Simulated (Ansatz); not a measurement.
Single points on the cluster Ti3⁻.

```yaml
crystal:
  periodic: [false, false, false]
  atoms:
    - {symbol: Ti, position_ang: [0.485047, 1.163671, -0.456747]}
    - {symbol: Ti, position_ang: [-0.570807, -0.058897, 1.211911]}
    - {symbol: Ti, position_ang: [0.085760, -1.104773, -0.755164]}
basis:
  gaussian: {orbitals: def2-TZVPD, initial_orbitals: start.molden}
total_charge: -1
magnetization: {spin_polarized: true, initial_magnetization: 3}
hamiltonian: {xc: {name: LC-wPBE, parameters: {omega: 0.1/bohr}}}
scf: {omitted_lower_state_checks: [starts]}
output: {orbitals: {seedname: orbitals}}
```

The file start.molden holds the orbitals of an earlier run on this structure, at another level or in another basis.

```sh
$ ansatz run in.yaml --threads 4 --pin off --events-out ev --progress --plain --max-ram 3916MiB
```

Shortened log:

```
Functional definition: LC-wPBE
  name "LC-wPBE"
  cite "Vydrov & Scuseria, J. Chem. Phys. 125, 234109 (2006) doi:10.1063/1.2409292"
  cite "Heyd & Scuseria, J. Chem. Phys. 120, 7274 (2004) doi:10.1063/1.1668634"
  cite "Ernzerhof & Perdew, J. Chem. Phys. 109, 3313 (1998) doi:10.1063/1.476928"
  cite "Perdew, Burke & Ernzerhof, Phys. Rev. Lett. 77, 3865 (1996) doi:10.1103/PhysRevLett.77.3865"
  parent pbe
  parameter omega = 0.4/bohr
  exchange = pbe_x_sr(omega) + exact_x_lr(omega)
  correlation = pbe_c
  with omega = 0.1/bohr from the input
these checks for a lower state are left out or cut short: starts
1278 factors; their error is unknown
79 factors; integrals over basis functions are off by at most 6.8e-5 eV
mean field evaluation 1: about -69325.0727 eV, gradient 7.2e0 eV
mean field evaluation 2: about -69325.4992 eV, gradient 1.1e0 eV
mean field evaluation 4: about -69325.6223 eV, gradient 6.4e-2 eV
mean field evaluation 8: about -69325.6059 eV, gradient 2.1e-5 eV
mean field -69325.60586802 eV, -2547.6690250664 hartree, gradient 1.8e-5 eV, S^2 4.893648; 0 other end points of the search recorded, 0 dependent functions left out
reference -69325.60586807 eV, -2547.6690250683 hartree; 35, 32 occupied and 109, 112 virtual orbitals, 1278 factors
Total energy: -69325.60586807 eV, -2547.6690250683 hartree
Checks for a lower state left out: starts
```

Hardware: 4 threads of AMD EPYC 7B13 on a shared host. Wall time 15 s.

The first input with `hamiltonian: {xc: {name: LC-wPBE, parameters: {omega: 0.2/bohr}}}` (abridged; 11 s):

```
Functional definition: LC-wPBE
mean field evaluation 16: about -69324.6300 eV, gradient 7.8e-6 eV
mean field -69324.63003588 eV, -2547.6331638965 hartree, gradient 7.8e-6 eV, S^2 5.239631
Total energy: -69324.63003589 eV, -2547.6331638970 hartree
Checks for a lower state left out: starts
```

The first input with `hamiltonian: {xc: {name: LC-wPBE, parameters: {omega: 0.3/bohr}}}` (abridged; 13 s):

```
Functional definition: LC-wPBE
mean field -69323.27536871 eV, -2547.5833807963 hartree, gradient 5.6e-6 eV, S^2 5.428468
Total energy: -69323.27536871 eV, -2547.5833807965 hartree
Checks for a lower state left out: starts
```

As the first input, with `hamiltonian: {xc: pbe}`, `correlation: {method: rpa}` and without the key `output` (abridged; 5.5 s):

```
Functional definition: PBE
mean field -69323.22698337 eV, -2547.5816026678 hartree, gradient 2.8e-6 eV, S^2 4.872913
15 core orbitals not correlated: weight in the atoms' cores, before any rotation towards them, 1.000 or more for the frozen orbitals, at most 0.000 for the correlated occupied ones
Total energy: -69294.40620980 eV, -2546.5224587747 hartree
Checks for a lower state left out: starts
```

First input, but with `hamiltonian: {xc: {name: BLYP}, dispersion: d4}` (abridged; 4.3 s):

```
Functional definition: BLYP
mean field evaluation 16: about -69343.3206 eV, gradient 5.7e-6 eV
mean field -69343.32062046 eV, -2548.3200302110 hartree, gradient 4.4e-6 eV, S^2 4.678423
Total energy: -69343.50286154 eV, -2548.3267274470 hartree
Checks for a lower state left out: starts
```

The first input with `hamiltonian: {xc: {name: r2SCANh}, dispersion: d4}` (abridged; 29 s):

```
Functional definition: r2SCANh
mean field evaluation 16: about -69336.2169 eV, gradient 6.3e-6 eV
mean field -69336.21691625 eV, -2548.0589738964 hartree, gradient 3.0e-6 eV, S^2 5.463944
Total energy: -69336.23484031 eV, -2548.0596325934 hartree
Checks for a lower state left out: starts
```

As the first input, with `hamiltonian: {xc: pbe0, dispersion: d4}` (abridged; 28 s):

```
Functional definition: PBE0
mean field evaluation 16: about -69322.6544 eV, gradient 1.7e-1 eV
mean field -69322.66115804 eV, -2547.5608089706 hartree, gradient 7.9e-6 eV, S^2 5.338133; 1 other end points of the search recorded, 0 dependent functions left out
Total energy: -69322.74005938 eV, -2547.5637085412 hartree
Checks for a lower state left out: starts
```

Geometry: r2SCAN-D4/def2-TZVPD.

Correlated methods freeze 15 core orbitals; core or outer-core shells of Ti are correlated, in sets that lack core-valence functions. At LC-ωPBE (ω = 0.10 bohr⁻¹)/def2-TZVPD, LC-ωPBE (ω = 0.20 bohr⁻¹)/def2-TZVPD, LC-ωPBE (ω = 0.30 bohr⁻¹)/def2-TZVPD, RPA@PBE/def2-TZVPD and others the charge -1 quartet is spin-contaminated (final ⟨S²⟩ up to 5.46, 3.75 for a pure state). At BLYP-D4/def2-TZVPD, r2SCANh-D4/def2-TZVPD the highest occupied level of the charge -1 quartet lies above zero (up to 0.79 eV). It is a level of β spin, whose loss leaves a quintet; that state wasn't run at this geometry and level. The electron is either unbound and held by the finite basis, or the level is raised by self-interaction error. The geometry of the quartet was relaxed on an unsound state (⟨S²⟩ 5.42, where a pure state has 3.75). The order of the spin states hangs on the level: the doublet lies 0.20 eV below the quartet at PBE0-D4/def2-TZVPD, but 0.29 eV above it at LC-ωPBE (ω = 0.10 bohr⁻¹)/def2-TZVPD. The quartet is doubtful at PBE0-D4/def2-TZVPD (⟨S²⟩ 5.34, where a pure state has 3.75). The doublet is doubtful at PBE0-D4/def2-TZVPD (⟨S²⟩ 3.81, where a pure state has 0.75). The quartet is doubtful at LC-ωPBE (ω = 0.10 bohr⁻¹)/def2-TZVPD (⟨S²⟩ 4.89, where a pure state has 3.75). The doublet is doubtful at LC-ωPBE (ω = 0.10 bohr⁻¹)/def2-TZVPD (⟨S²⟩ 2.49, where a pure state has 0.75). The structure comes from a short search, and lower isomers may exist.
